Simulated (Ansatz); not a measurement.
Reaction (redistribution): `[NH2][Al]([OH])[SiH3]` + `[F][InH2]` → `[SiH3][InH2]` + `[NH2][Al]([OH])[F]`

Computed with Ansatz on PBE0-D4/def2-TZVP structures; ΔE is electronic, products minus reactants. CBS: MP2 limit from def2 TZ/QZ plus the TZ coupled-cluster correction, frozen cores. Functionals use def2-TZVPP. def2 core potentials past Kr. For In outer-core shells are correlated without core-valence functions, which leaves a few kJ/mol of doubt a bond. One conformer a species, not always the lowest.

`[NH2][Al]([OH])[SiH3]`:

```xyz
10

N    -0.669   -0.964    1.695
Al    0.363   -0.468    0.355
O     1.889   -1.210    0.270
Si   -0.401    1.197   -1.266
H    -0.420   -1.642    2.397
H    -1.594   -0.604    1.863
H     2.534   -1.024   -0.408
H     0.502    2.384   -1.301
H    -1.772    1.692   -0.955
H    -0.433    0.641   -2.650
```

`[F][InH2]`:

```xyz
4

F    -0.245   -1.530   -0.850
In    0.027    0.168    0.093
H     0.205    1.443   -1.020
H     0.014   -0.081    1.777
```

`[SiH3][InH2]`:

Cartesian coordinates in Å:
```
Si 0.268 0.599 -0.916
In -0.376 -0.773 1.166
H -0.890 0.904 -1.799
H 1.281 -0.132 -1.728
H 0.881 1.895 -0.506
H -2.013 -1.212 1.506
H 0.849 -1.280 2.277
```

`[NH2][Al]([OH])[F]`:

```xyz
7

N    -0.034   -0.928    0.790
Al    0.420    0.479   -0.155
O    -0.528    1.179   -1.360
F     1.876    1.178    0.149
H     0.547   -1.331    1.506
H    -0.893   -1.443    0.700
H    -1.389    0.867   -1.629
```

CCSD(T)/CBS gives -123.6 kJ/mol.

Task: Another level gave -118.2 kJ/mol. Which?
A. revPBE/def2-TZVPP
B. MP2/def2-TZVPP
C. BHLYP/def2-TZVPP
D. r2SCAN/def2-TZVPP

Result: D. r2SCAN -118.2, BHLYP -129.0, revPBE -104.2, MP2/def2-TZVPP -134.8 kJ/mol.

Largest T1 diagnostic among the species: 0.016.

Leaving LDA and LC-ωPBE aside and taking each functional with its dispersion term where it has one, the values, not all of them listed here, spread over 24.2 kJ/mol, from BHLYP-D4 to revPBE-D4. LDA lies −8.7 kJ/mol from PBE without D4. From r2SCAN to r2SCAN0 (25 % exact exchange), in def2-TZVPP and without D4, ΔE moves by −9.2 kJ/mol.
